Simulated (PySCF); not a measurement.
Si(SH)4 (H4S4Si), SMILES S[Si](S)(S)S.

The structure is a stationary point at r2SCAN-D4/def2-SVP. Other conformers were not sampled.

Level of theory: CAM-B3LYP/def2-TZVP (PySCF).

Gas-phase values at a fixed geometry.

The total energy is -1884.89996 hartree and the point group is S4. The highest occupied level comes out as -8.92 eV, the lowest empty level comes out as 0.52 eV and the orbital gap is 9.44 eV. The dipole moment is 0.00 D, the quadrupole, principal values (traceless, Buckingham form, about the centre of nuclear charge) is -0.55, 0.27, 0.27 D·Å and the mean static polarisability is 99.4 bohr³ (14.73 Å³). The polarisability, principal values is 92.5, 102.9, 102.9 bohr³.
